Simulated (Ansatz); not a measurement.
Two isomers of CH6S2Si: A = `SC[SiH2]S`, B = `C[SiH](S)S`.

Isolated molecules relaxed with PBE0-D4/def2-TZVP in Ansatz; ΔE leaves out vibrations. CCSD(T)/CBS is the MP2 limit (def2-TZVPP, def2-QZVPP) plus CCSD(T) − MP2 in def2-TZVPP, frozen cores. DFT in def2-TZVPP. B3LYP here is the variant with VWN-RPA as its local correlation; programs differ in this. One conformer a species, not always the lowest.

Question: Which is lower in electronic energy at CCSD(T)/CBS, and by how much? (Best estimate.)

Answer: Computed: B, by 29.4 kcal/mol.

Question: Give E(B) − E(A) in kcal/mol with MP2/def2-TZVPP, B3LYP, CCSD(T)/def2-SVP, HF/def2-TZVPP, B3LYP-D4, CCSD(T)/def2-TZVPP, LDA (SPW92). (An estimate is asked.)

Answer: Ansatz gave: MP2/def2-TZVPP -30.2, B3LYP -29.5, CCSD(T)/def2-SVP -27.6, HF/def2-TZVPP -29.9, B3LYP-D4 -29.3, CCSD(T)/def2-TZVPP -29.2, LDA (SPW92) -28.7. None reverses the order clearly.

Question: Does the order hold for the free energy at 298.15 K (harmonic terms from PBE0-D4)? (Estimate.)

Answer: The calculation gave: Yes: G(B) − G(A) = -28.6 kcal/mol, for one conformer each.

Largest T1 diagnostic: 0.011.

At CCSD(T), def2-SVP lies +1.8 kcal/mol from the extrapolated value and def2-TZVPP +0.2 kcal/mol. From BLYP to BHLYP (50 % exact exchange), in def2-TZVPP and without D4, E(B) − E(A) moves by −0.9 kcal/mol.
